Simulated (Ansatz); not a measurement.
`[SiH3]C1=C[SiH2]O1` + H–F → `FC1=C[SiH2]O1` + SiH₄  (substitution at a C–Si bond)

Computed with Ansatz on PBE0-D4/def2-TZVP structures; ΔE is electronic, products minus reactants. CBS: MP2 limit from def2 TZ/QZ plus the TZ coupled-cluster correction, frozen cores. This one scheme is used for every species. DFT in def2-TZVPP.

CCSD(T)/CBS gives +54.9 kJ/mol.

Another level gave +27.5 kJ/mol. Which?
A. HF/def2-TZVPP
B. revPBE/def2-TZVPP
C. CCSD(T)/def2-TZVPP
D. BHLYP-D4/def2-TZVPP

B. revPBE 27.5, HF/def2-TZVPP 22.1, BHLYP-D4 37.8, CCSD(T)/def2-TZVPP 45.6 kJ/mol.

Largest T1 diagnostic among the species: 0.014.

The D4 term adds +9.6 kJ/mol with B3LYP and +5.4 kJ/mol with PBE0; it sums over pairs of atoms, weighted by their polarisabilities, and B3LYP, whose exchange is more repulsive, gets the larger term. In def2-TZVPP, CCSD(T) changes the Hartree–Fock value by +23.4 kJ/mol (the triples alone add +2.3 kJ/mol) and MP2 by +31.7 kJ/mol. At CCSD(T), def2-SVP lies −35.1 kJ/mol from the extrapolated value and def2-TZVPP −9.3 kJ/mol.

B3LYP here is the variant with VWN-RPA as its local correlation; programs differ in this.
